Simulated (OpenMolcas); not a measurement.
## Se V: effect of correlating more closed shells

```yaml
Program: OpenMolcas
Basis: ANO-R2 [6s6p4d3f1g]
Scalar_Hamiltonian: X2C, finite nucleus
Active_space: 2 electrons in 4 orbitals (4s 4p)
State_averaging: 2S+1 = 3 even, 3 roots; 2S+1 = 1 even, 7 roots; 2S+1 = 3 odd, 3 roots; 2S+1 = 1 odd, 3 roots
Spin-orbit_coupling: RASSI with atomic mean-field integrals over the reference wave functions, term energies averaged over their components
```

Methods on the same reference wave functions:
A. CASSCF
B. MS-CASPT2, IPEA 0.25 Eh, imaginary shift 0.1 Eh (closed shells correlated: 3d)
C. MS-CASPT2, IPEA 0.25 Eh, imaginary shift 0.1 Eh (closed shells correlated: 3s 3p 3d)

Energies in cm-1 above 4s2 1S0, the measured ground level; measured values from the list in Rauch et al., Astron. Astrophys. 606, A105 (2017).

```csv
Level,A,B,C,Measured
4s2 1S0,0.0,0.0,0.0,0.0
4s 4p 3P* 0,86254,88664,88602,89749
4s 4p 3P* 1,87675,90063,90000,91350
4s 4p 3P* 2,90747,93157,93095,94960
4s 4p 1P* 1,140259,130817,130409,131733
4p2 3P0,208628,209768,209708,211794
4p2 3P1,210449,211697,211643,214091
4p2 3P2 [66 %],213040,213202,213089,218615
4p2 1D2 [66 %],226203,217642,217467,213203
4p2 1S0,255036,246031,245531,248787
```

Deviations, from unrounded energies. A percentage is the sum of absolute deviations over the sum of measured energies, with the sign that they share, or ± where signs differ.

```csv
Against measurement,Levels,A,B,C
mean absolute deviation (cm-1),9,5700,2500,2600
other configurations (%),9,±3.4,±1.5,±1.5
```

B, C lie about equally close to measurement and A furthest from it. The largest miss of B in the table is 4p2 3P2 [66 %], by -5400 cm-1. The ranking rests on the paired levels alone, and a cruder setting can come out closer through cancelling errors.

Between B and C the level of the table that moves most is 4p2 1S0, by 500 cm-1 (lowest in C, highest in B).

The lowest spin-free term lies below A's lowest term by 0.446 hartree in B, 0.724 hartree in C.

What an inner shell adds also hangs on whether the basis holds functions to correlate it.

Over all roots computed the reference weight is 0.92 to 0.97 in B, 0.91 to 0.96 in C; the roots of lowest weight are the least certain, and an intruder state may touch them. The ¹D term of p² mixes with s d, which this space lacks. Some levels mix across a computed gap that differs much from the measured one, so their mixing is not that of the real levels (holds for B; C). Measured partners are found by configuration, term and J. A level has none where our copy of the source lacks it or the pairing is in doubt (some pairs that miss far off the trend of their configuration count as doubtful), and it then counts in no deviation. Levels of configurations outside the active space are missing.

A share in square brackets marks a mixed level and gives the weight of the term that names it, the lowest over the columns. * marks odd parity.
